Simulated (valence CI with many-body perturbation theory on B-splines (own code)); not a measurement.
The numbers below are computed, except where a source is named.
# Level structure of Pm40+

Method: valence CI with perturbative core correlation (CI+MBPT): three valence electrons over a frozen Dirac-Fock core [Ar], a basis of 9 s, 9 p, 10 d, 8 f, 5 g, 3 h, 1 i functions for each j, with the one-electron correlation potential Σ1 (screened to all orders), the two-electron term Σ2, the three-electron term Σ3, Breit, model QED; selected single and double excitations, second order for the rest (own B-spline code, finite nucleus).

No measured spectrum was set against this ion. As an estimate, large intervals hold to a few tenths of a per cent, small ones and those within an open d or f shell to about a per cent. Only levels of the ground parity were solved; by the run's estimate the other parity begins above the list, which can be wrong where configurations are misplaced.

Levels 1 to 19 of 19, with energies above the lowest level, (3d3/2^3) J=3/2. "Leading %" is the weight of the configuration and term that name the level; weights of strongly mixed levels are sums over their largest components and can fall short. In the jj column 3d3/2^4 stands for four electrons in 3d with j = 3/2.

```tsv
No.	Configuration	Term	J	E (cm⁻¹)	Leading %	Second component	g	Leading jj
1	3d³	⁴F	3/2	0	54	34 % 3d³ ²D	0.655	3d3/2^3 (95 %)
2	3d³	⁴F	5/2	184730	86	12 % 3d³ ²D	1.046	3d3/2^2 3d5/2 (98 %)
3	3d³	⁴P	3/2	229860	40	30 % 3d³ ²P	1.219	3d3/2^2 3d5/2 (96 %)
4	3d³	⁴F	7/2	243110	45	43 % 3d³ ²G	1.069	3d3/2^2 3d5/2 (91 %)
5	3d³	²G	9/2	251480	43	39 % 3d³ ²H	1.064	3d3/2^2 3d5/2 (97 %)
6	3d³	⁴P	1/2	260550	61	39 % 3d³ ²P	1.877	3d3/2^2 3d5/2 (99 %)
7	3d³	⁴P	5/2	383660	56	28 % 3d³ ²D	1.360	3d3/2^2 3d5/2 (80 %)
8	3d³	⁴F	7/2	430020	54	44 % 3d³ ²G	1.076	3d3/2 3d5/2^2 (95 %)
9	3d³	⁴F	9/2	453440	53	44 % 3d³ ²H	1.133	3d3/2 3d5/2^2 (93 %)
10	3d³	⁴P	3/2	486100	42	40 % 3d³ ²D	1.135	3d3/2 3d5/2^2 (99 %)
11	3d³	²P	1/2	503410	61	39 % 3d³ ⁴P	1.446	3d3/2 3d5/2^2 (99 %)
12	3d³	²H	11/2	516740	100		1.084	3d3/2 3d5/2^2 (100 %)
13	3d³	²D	5/2	529240	61	15 % 3d³ ²F	1.187	3d3/2 3d5/2^2 (80 %)
14	3d³	²F	5/2	562030	46	35 % 3d³ ²D	1.107	3d3/2 3d5/2^2 (95 %)
15	3d³	²F	7/2	577710	85	13 % 3d³ ²G	1.103	3d3/2 3d5/2^2 (96 %)
16	3d³	²D	3/2	673860	54	36 % 3d³ ²P	1.036	3d3/2 3d5/2^2 (72 %)
17	3d³	²G	9/2	693540	54	29 % 3d³ ⁴F	1.135	3d5/2^3 (96 %)
18	3d³	²D	3/2	797580	70	22 % 3d³ ²P	0.984	3d5/2^3 (73 %)
19	3d³	²D	5/2	852820	64	23 % 3d³ ²F	1.150	3d5/2^3 (91 %)
```

The ionisation energy to 3d² ³F2 of the next ion comes out as 2998.3 eV (NIST: 2997 ± 4 eV (theoretical)). All 19 levels together are meant to be complete up to 886930 cm⁻¹.
